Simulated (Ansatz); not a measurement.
Compare A (`O=C([SiH3])OCO`) with its isomer B (`O=CC(O)[SiH2]O`).

Gas-phase electronic energies from Ansatz, PBE0-D4/def2-TZVP geometries. CBS: MP2 limit from def2 TZ/QZ plus the TZ coupled-cluster correction, frozen cores. Functionals use def2-TZVPP. B3LYP here is the variant with VWN-RPA as its local correlation; programs differ in this. One conformer a species, not always the lowest.

Question: Which isomer does CCSD(T)/CBS put lower? Give the gap. (Best estimate.)

Answer: The calculation gave: B, by 110.9 kJ/mol.

Question: Give E(B) − E(A) in kJ/mol with MP2/def2-TZVPP, PBE0-D4, B3LYP-D4, PBE-D4, CCSD(T)/def2-TZVPP, B3LYP, B2PLYP. (Estimate.)

Answer: Ansatz gave: MP2/def2-TZVPP -113.6, PBE0-D4 -101.1, B3LYP-D4 -101.4, PBE-D4 -95.1, CCSD(T)/def2-TZVPP -103.7, B3LYP -98.7, B2PLYP -103.0. None reverses the order clearly.

Largest T1 diagnostic: 0.015.

From PBE to PBE0 (25 % exact exchange), in def2-TZVPP and without D4, E(B) − E(A) moves by −6.2 kJ/mol. In def2-TZVPP, CCSD(T) changes the Hartree–Fock value by −4.2 kJ/mol (the triples alone add +3.0 kJ/mol) and MP2 by −14.1 kJ/mol.
